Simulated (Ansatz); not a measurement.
C$_{2}$H$_{8}$BN, relaxed with RKS PBE0-D4/def2-TZVP in Ansatz 0.2.0 from a PBE-D4/def2-SVP geometry. The force threshold is 0.005 eV/Å; the program also tests the step.

The species carries charge 0 and has multiplicity 1. The bonds changed during the relaxation, so this is another structure than the one it started from.

Start:

```xyz
12

B    -0.510   -0.675   -1.129
C    -0.372   -0.189    0.374
C     0.923   -0.165    1.151
N    -0.492    0.885   -0.682
H    -1.598   -1.036   -1.548
H     0.507   -0.992   -1.727
H    -1.273   -0.184    1.013
H     1.800   -0.131    0.470
H     1.017   -1.103    1.735
H     0.999    0.683    1.867
H    -1.345    1.452   -0.683
H     0.345    1.454   -0.841
```

Q: How much energy does the relaxation release, and in how many steps? (An estimate is asked.)

A: Computed: 4.73 kJ/mol, in 5 steps.

Q: Which bonds change most? (Estimate.)

A: Computed: B1–H6 from 1.222 to 1.201 Å; B1–H5 from 1.220 to 1.199 Å; C2–H7 from 1.105 to 1.087 Å; B1–C2 from 1.585 to 1.568 Å.

Q: Give the relaxed structure. (An estimate is asked.)

A: Ansatz gave: 
```xyz
12

B    -0.504   -0.668   -1.118
C    -0.374   -0.193    0.371
C     0.916   -0.166    1.136
N    -0.486    0.879   -0.672
H    -1.572   -1.015   -1.538
H     0.500   -0.980   -1.699
H    -1.259   -0.186    1.002
H     1.772   -0.143    0.456
H     1.006   -1.080    1.727
H     0.991    0.684    1.825
H    -1.331    1.429   -0.675
H     0.341    1.439   -0.814
```
